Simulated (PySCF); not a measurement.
**Radial density of Br (bromine, neutral)**

wB97X, [Ar] 3d10 4s2 4p5, 2P determinant. All numbers are calculated (PySCF 2.14, scalar relativity by spin-free X2C-1e, in aug-cc-pVTZ-DK (7s6p4d2f, 59 functions)).

```csv
r (bohr),4πr²ρ (e/bohr),4πr²(ρα − ρβ)
0.000661,0.3010,0.0000
0.00111,0.7389,0.0000
0.00187,1.778,0.0000
0.00314,4.142,-0.0001
0.00529,9.170,-0.0001
0.00890,18.55,-0.0002
0.0150,32.08,0.0002
0.0252,42.77,0.0029
0.0423,39.91,0.0134
0.0712,36.33,0.0359
0.120,50.56,0.0370
0.201,38.32,-0.0046
0.339,30.09,0.0820
0.570,30.21,0.0397
0.959,8.190,0.1518
1.61,4.542,0.6165
2.71,1.599,0.2504
4.56,0.1208,0.0116
7.67,0.0004598,0.0000
```

Densities and radii are taken from the X2C orbitals without a picture-change correction, which distorts them close to the nucleus.

Task: Where is the radial spin density 4πr²(ρα − ρβ) most negative, and why is it negative at all?

Result: Around r = 0.201 bohr, down to -0.0046 e/bohr: exchange with the open shell polarises the paired shells in an unrestricted calculation.
